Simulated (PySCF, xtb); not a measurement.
Ge(H)(Br)2(Me) (CH4Br2Ge), SMILES [GeH]([Br])([Br])[CH3].

GFN2-xTB (xtb 6.7.1) at its own geometry gives an orbital gap of 5.47 eV and a dipole moment of 5.59 D.

The structure is a stationary point at B3LYP-D3(BJ)/def2-SVP.

Task: What does CAM-B3LYP/def2-TZVP run with PySCF give? (Estimate from the structure and the level; the computed values follow.)

Result: gap 9.45 eV (levels -9.61 and -0.16 eV), dipole 2.65 D.
